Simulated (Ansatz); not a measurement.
Several settings on one geometry of BCl2(OH) (BCl2OH) (that of the charge 0 singlet, PBE0-D4/def2-TZVP). Ansatz on 4 threads of Intel Xeon Platinum 8488C on a shared host; times are rough.

```xyz
5

B     0.255    0.168   -0.064
Cl    1.971    0.326   -0.342
Cl   -0.778    1.594   -0.135
O    -0.248   -1.046    0.201
H    -1.200   -1.042    0.341
```

Totals from different functionals, basis sets or treatments of relativity can't be compared as stabilities.

DK, ANO-RCC and x2c sets are all-electron and run with scalar relativity unless a key says otherwise.

The spins typed aren't always the lowest for that charge.

Task: Give the basis size and estimate the energy, ⟨S²⟩, dipole and time of these runs.

```
run                method  charge    state                                                                                                              further keys
  1      RKS SVWN5/STO-3G       0  singlet            final_grid: {core_spheres: 20, valence_spheres: 16, degree: 47}; scf: {lower_state_search: full}; forces asked
  2  RKS B3LYP5/def2-SVPD       0  singlet  final_grid: {core_spheres: 8, valence_spheres: 7, degree: 23}; scf: {omitted_lower_state_checks: [starts]}; forces asked
  3    RKS B97/cc-pVTZ-DK       0  singlet                                       pseudopotentials: {relativity: scalar}; scf: {omitted_lower_state_checks: [starts]}
  4     UKS ωB97X-V/6-31G       0  triplet                                                                                          scf: {lower_state_search: light}
```

Result: 
```
run  functions  energy (Eh)  ⟨S²⟩  dipole (D)  wall time
  1         29   -1005.9616     –        2.94     0.25 s
  2        105   -1020.7219     –        1.78     0.65 s
  3        142   -1024.0396     –           –      1.4 s
  4         46   -1020.6472  2.01           –      7.5 s
```
